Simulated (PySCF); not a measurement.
Geometry:
```csv
atom,x (Å),y (Å),z (Å)
O1,0.388,1.883,1.510
C2,-0.237,1.087,0.867
O3,-1.591,1.056,0.826
C4,-2.021,0.009,-0.017
C5,-0.764,-0.627,-0.513
C6,0.290,0.005,0.006
Si7,2.143,-0.242,-0.169
Cl8,2.380,-1.801,-1.427
H9,-2.645,-0.685,0.558
H10,-2.629,0.426,-0.829
H11,-0.772,-1.463,-1.186
H12,2.715,-0.591,1.126
H13,2.739,0.944,-0.771
```

All values are calculated (PySCF 2.14.0 with density-fitted response routines): GFN2-xTB geometry, NMR shieldings at PBE0/pcSseg-1/GIAO. One computed conformer, gas phase, one averaged value for each set of equivalent atoms, non-relativistic Hamiltonian.

δ = σ(ref) − σ, references computed at the same level: $^{13}$C and $^{1}$H and $^{29}$Si against TMS; $^{17}$O vs H2O; HCl for $^{35}$Cl.

```csv
atoms,nucleus,count,δ (ppm)
Si7,$^{29}$Si,1,-28.6
C5,$^{13}$C,1,172.4
O1,$^{17}$O,1,415.3
C6,$^{13}$C,1,139.6
Cl8,$^{35}$Cl,1,?
H9/H10,$^{1}$H,2,?
C4,$^{13}$C,1,?
O3,$^{17}$O,1,218.3
H11,$^{1}$H,1,7.93
H12/H13,$^{1}$H,2,5.49
C2,$^{13}$C,1,178.5
```

Complete the table.

Answers


- C4: 77.0 ppm, allylic sp3 CH2 bonded to O; pulled downfield by the heteroatom
- H9/H10: 5.07 ppm, hydrogen on an allylic sp3 CH2 bonded to O; its carbon carries O, hence the downfield position
- Cl8: -82 ppm, chlorine bonded to Si

Shifts are as computed. Against solution values, carbons near 30 ppm lie about +3 ppm off and those near 130 ppm about +5 ppm. Of 1211 compounds with measured shifts, 218 miss one by over three times the rms of a fit or turn the order of signals round; such compounds aren't used in these exercises. Unscaled 17O shifts of doubly bonded oxygen tend to come out too high, by tens of ppm or more. Experimental scales use liquid or dissolved standards, which lie at an offset from isolated H2O (liquid H2O: subtract about 36 ppm).
